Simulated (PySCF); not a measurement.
## Fractional electron number in Ir (iridium, neutral)

The 6s beta orbital of [Xe] 4f14 5d7 6s2 is emptied in steps (occupation f), with all orbitals relaxed, ending at [Xe] 4f14 5d7 6s1. All numbers are calculated (PySCF 2.14, a scalar-relativistic core potential, in def2-TZVPPD with the def2 core potential (60 electrons) (6s5p3d2f1g, 59 functions)). The exact energy is a straight line in f; departures are measured from the line between the end points of the same method.

```json
{"f": "1", "BHandHLYP (eV)": "0.000", "wB97X (eV)": "0.000", "BLYP (eV)": "0.000"}
{"f": "0.8", "BHandHLYP (eV)": "-0.256", "wB97X (eV)": "-0.103", "BLYP (eV)": "-0.539"}
{"f": "0.6", "BHandHLYP (eV)": "-0.387", "wB97X (eV)": "-0.162", "BLYP (eV)": "-0.814"}
{"f": "0.4", "BHandHLYP (eV)": "-0.392", "wB97X (eV)": "-0.168", "BLYP (eV)": "-0.820"}
{"f": "0.2", "BHandHLYP (eV)": "-0.265", "wB97X (eV)": "-0.109", "BLYP (eV)": "-0.550"}
{"f": "0", "BHandHLYP (eV)": "0.000", "wB97X (eV)": "0.000", "BLYP (eV)": "0.000"}
```

For BHandHLYP, how does the orbital energy at f = 1 compare with the removal energy?

−ε = 6.984 eV against a total-energy difference of 8.567 eV. By Janak's theorem ε = ∂E/∂f, so the gap between them reflects the curvature. Along the path −ε is 7.597 (f = 0.8), 8.224 (f = 0.6), 8.869 (f = 0.4), 9.540 (f = 0.2) eV.

```json
{"method": "BHandHLYP", "E(f=0) − E(f=1) (eV)": "8.567", "−ε at f=1 (eV)": "6.984", "−ε at f=0.4 (eV)": "8.869"}
{"method": "wB97X", "E(f=0) − E(f=1) (eV)": "9.137", "−ε at f=1 (eV)": "8.527", "−ε at f=0.4 (eV)": "9.261"}
{"method": "BLYP", "E(f=0) − E(f=1) (eV)": "9.043", "−ε at f=1 (eV)": "5.695", "−ε at f=0.4 (eV)": "9.699"}
```

As f goes to zero the orbital energy of a semilocal functional can turn back, because the density of that orbital vanishes from the exchange-correlation potential.

Reference removal energy between the ground levels: 8.967 eV (measured; NIST Atomic Spectra Database, ionization energies). The calculation has no spin-orbit coupling.
